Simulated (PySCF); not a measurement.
## Broadened absorption spectrum of C4H3F6NO2

C4H3F6NO2.
SMILES: `CN=C(OC(F)(F)F)OC(F)(F)F`

The calculation used TDDFT B3LYP/def2-SVPD, vertical, gas phase, core orbitals frozen in the response (PySCF). Geometry: PBE0-D3(BJ)/def2-SVP, one conformer, isolated molecule. Torsions of this conformer, `[CH3:1][N:2]=[C:3]([O:4][C:5]([F:6])([F:7])[F:8])[O:9][C:10]([F:11])([F:12])[F:13]`: N2–C3–O4–C5 -3°, C3–O4–C5–F6 -179°, N2–C3–O9–C10 -179°, C3–O9–C10–F11 179°.

Each state is given a Gaussian of 0.5 eV full width at half maximum, with ε(max) = 2.175×10⁸ f / Δν̃ (Δν̃ the width in cm⁻¹). The width is an assumption, not a result. The curve ends short of the highest state used, and states not computed would add to its high-energy end.

| E (eV) | ε (L mol⁻¹ cm⁻¹) |
| --- | --- |
| 5.53 | 0 |
| 5.63 | 0 |
| 5.73 | 1 |
| 5.83 | 2 |
| 5.93 | 5 |
| 6.03 | 10 |
| 6.12 | 15 |
| 6.22 | 20 |
| 6.32 | 20 |
| 6.42 | 17 |
| 6.52 | 11 |
| 6.62 | 7 |
| 6.72 | 13 |
| 6.82 | 57 |
| 6.92 | 240 |
| 7.02 | 822 |
| 7.11 | 2071 |
| 7.21 | 4705 |
| 7.31 | 8608 |
| 7.41 | 12682 |
| 7.51 | 15039 |
| 7.61 | 14357 |
| 7.71 | 11055 |
| 7.81 | 6946 |
| 7.91 | 3779 |
| 8.01 | 2237 |
| 8.10 | 1997 |
| 8.20 | 2374 |
| 8.30 | 2843 |
| 8.40 | 3112 |

Question: Locate the maxima and give the states behind the curve.

Answer: 197 nm (6.28 eV), ε about 20, made up of S1 (100%); 164 nm (7.54 eV), ε about 15000, made up of S2 (25%) and S4 (72%) (ε in L mol⁻¹ cm⁻¹; maxima over ε = 5, shares over 10%). At its high-energy end, 8.40 eV, the curve is still rising (ε about 3100, from S5, S6 and S7). The states used: S1 6.28 eV (f 0.0004); S2 7.49 eV (f 0.073); S3 7.53 eV (f 0.0076); S4 7.56 eV (f 0.203); S5 8.30 eV (f 0.038); S6 8.35 eV (f 0.0063); S7 8.67 eV (f 0.036); S8 8.71 eV (f 0.0031); S9 8.96 eV (f 0.014); S10 9.00 eV (f 0.0092).

Question: On this curve, what absorbance would a 10⁻⁴ mol/L sample give at 193 nm over a 1 cm path?

Answer: 193 nm is 6.424 eV, where ε is about 16 L mol⁻¹ cm⁻¹, so A = ε c l ≈ 0.0016 (Beer–Lambert, with the gas-phase spectrum and the assumed width).

Question: What would ε be at 7.54 eV, the highest of these maxima, with half the width (0.25 eV)?

Answer: About 29500 L mol⁻¹ cm⁻¹ against 15200, a factor of about 1.9; a lone state at its own centre would give exactly 2.

Question: Coming from long wavelengths, where does ε first pass 100 L mol⁻¹ cm⁻¹?

Answer: At about 181 nm (6.86 eV), 0.58 eV above S1.

The run took 52 s wall, 1.9 min CPU on an Intel Xeon Platinum 8488C with 2 threads, shared host, and the process peaked at 1.8 GiB of memory.
